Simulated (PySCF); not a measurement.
Al(Cl)2(Et) (C2H5AlCl2), SMILES C[CH2][Al]([Cl])[Cl]. Atoms are numbered in the order given.

```xyz
10

Al     0.0701     0.1868     0.0375
Cl    -0.0705    -1.6376     1.0584
Cl     0.9691     1.7728     1.0689
C     -0.6042     0.3821    -1.7683
C     -1.2183    -0.8860    -2.3792
H      0.2268     0.7579    -2.3936
H     -1.3390     1.2087    -1.7577
H     -2.0682    -1.2540    -1.7824
H     -0.4865    -1.7083    -2.4293
H     -1.5858    -0.7085    -3.4031
```

Geometry optimised at ωB97X-D3(BJ)/def2-SVP. The structure was generated by enumeration; whether it is a known compound was not checked. One conformer was computed; it need not be the lowest.

Two levels are set side by side: PBE/pcSseg-1 (PySCF) and B3LYP/pcSseg-1 (PySCF). GIAO shifts against HCl (³⁵Cl), TMS (¹H), TMS (¹³C) at the same level; non-relativistic, no solvent, atoms listed together averaged. Without spin–orbit terms, shifts of atoms bonded to Cl or Br come out too high at both levels. Differences are taken from unrounded values.

| quantity | B3LYP | PBE | PBE minus B3LYP |
|---|---|---|---|
| δ(¹³C) of C4 (ppm) | 7.8 | 9.4 | 1.6 |
| δ(¹³C) of C5 (ppm) | 13.2 | 13.0 | -0.3 |
| δ(¹H) of H6, H7 (ppm) | 0.77 | 0.89 | 0.12 |

Rough cost on one machine, each run with all the roots and properties that it gave: B3LYP against PBE within a factor of 2.
